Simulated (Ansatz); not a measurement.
```yaml
crystal:
  periodic: [false, false, false]
  atoms:
    - {symbol: O, position_ang: [1.557941, -0.584399, -0.396298]}
    - {symbol: Si, position_ang: [0.270710, 0.234132, -0.327637]}
    - {symbol: Zn, position_ang: [-1.062497, -1.327287, 1.518055]}
    - {symbol: H, position_ang: [-0.831789, 0.133270, -1.325537]}
    - {symbol: H, position_ang: [0.115433, 1.470585, 0.490016]}
basis:
  gaussian: {orbitals: aug-cc-pVDZ, point_charges: [{charge: 2.00, position_ang: [5.345, 0.739, 0.993]}]}
total_charge: 1
magnetization: {spin_polarized: true, initial_magnetization: 7}
hamiltonian: {xc: {name: wPBEh}}
output: {forces: true}
```

```sh
$ ansatz run in.yaml --threads 2 --pin off --events-out ev --progress --plain --max-ram 4352MiB
```

It prints (some lines left out):

```
Functional definition: wPBEh
1285 factors; integrals over basis functions are off by at most 4.8e-4 eV
122 factors; integrals over basis functions are off by at most 7.3e-6 eV
mean field evaluation 1: about -58161.1297 eV, gradient 1.9e2 eV
mean field evaluation 2: about -56992.2683 eV, gradient 4.6e2 eV
mean field evaluation 4: about -58229.2551 eV, gradient 1.4e2 eV
mean field evaluation 8: about -58332.5039 eV, gradient 1.5e1 eV
mean field evaluation 16: about -58333.8001 eV, gradient 4.4e-1 eV
mean field evaluation 32: about -58333.9118 eV, gradient 4.6e-5 eV
mean field -58333.91184708 eV, -2143.7317202345 hartree, gradient 5.4e-7 eV, S^2 15.760013; 8 other end points of the search recorded, 0 dependent functions left out
reference -58333.91192831 eV, -2143.7317232196 hartree; 30, 23 occupied and 97, 104 virtual orbitals, 1285 factors
Total energy: -58333.91192831 eV, -2143.7317232196 hartree
Atom 0 at     1.557941    -0.584399    -0.396298 Å, force    16.339420    -9.667509    -0.334402 eV/Å
Atom 1 at     0.270710     0.234132    -0.327637 Å, force    -9.216261     7.826272    -0.394894 eV/Å
Atom 2 at    -1.062497    -1.327287     1.518055 Å, force    -0.817950    -0.710539     1.397556 eV/Å
Atom 3 at    -0.831789     0.133270    -1.325537 Å, force    -4.218418     0.726072    -2.029504 eV/Å
Atom 4 at     0.115433     1.470585     0.490016 Å, force    -1.019146     1.995856     1.437304 eV/Å
Dipole moment:    -2.685561    -0.598125    -0.802796 e Å
```

Q: What is wrong with this run?

A: The spin is set far too high for this molecule. The calculation finished and met its thresholds. The result belongs to that input, not to the molecule as meant.
